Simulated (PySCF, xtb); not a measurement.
F5OSi2, SMILES F[Si](O[Si](F)(F)F)F (connectivity only; charge and spin as stated), charge +1, multiplicity 1.

GFN2-xTB (xtb) at its own geometry gives an orbital gap of 6.06 eV.

Geometry: B3LYP-D3(BJ)/def2-SVP. The multiplicity is an assumed one; other spin states were not compared. The isomer is the one that the SMILES or the coordinates give; other isomers of the formula were not compared. Other conformers were not sampled.

Problem. What does M06-2X/def2-TZVP (PySCF) give? (Estimate from the structure and the level; the computed values follow.)

Solution. gap 11.43 eV (levels -19.36 and -7.94 eV).
